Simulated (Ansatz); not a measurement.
Compare A (`F/C=C(\F)C(F)(F)F`) with its isomer B (`FC(F)=C(F)C(F)F`).

Isolated molecules relaxed with PBE0-D4/def2-TZVP in Ansatz; ΔE leaves out vibrations. CBS: MP2 limit from def2 TZ/QZ plus the TZ coupled-cluster correction, frozen cores. DFT in def2-TZVPP. B3LYP here is the variant with VWN-RPA as its local correlation; programs differ in this. One conformer a species, not always the lowest.

Q: Which is lower in electronic energy at CCSD(T)/CBS, and by how much? (Estimate.)

A: Ansatz gave: A, by 11.7 kcal/mol.

Q: Give E(B) − E(A) in kcal/mol with PBE0-D4, B3LYP-D4, r2SCAN-D4, CCSD(T)/def2-TZVPP, BLYP-D4, B2PLYP, LDA (SPW92). (Estimate.)

A: Ansatz gave: PBE0-D4 10.4, B3LYP-D4 10.1, r2SCAN-D4 11.2, CCSD(T)/def2-TZVPP 11.7, BLYP-D4 9.4, B2PLYP 10.8, LDA (SPW92) 10.2. None reverses the order clearly.

Q: Does the order hold for the free energy at 298.15 K (harmonic terms from PBE0-D4)? (Best estimate.)

A: Computed: Yes: G(B) − G(A) = +11.7 kcal/mol, for one conformer each. Modes under 60 cm⁻¹, often nearly free rotors, make the harmonic entropy too high.

Largest T1 diagnostic: 0.013.

At CCSD(T), def2-SVP lies +1.6 kcal/mol from the extrapolated value and def2-TZVPP +0.1 kcal/mol. From BLYP to BHLYP (50 % exact exchange), in def2-TZVPP and without D4, E(B) − E(A) moves by +2.1 kcal/mol.
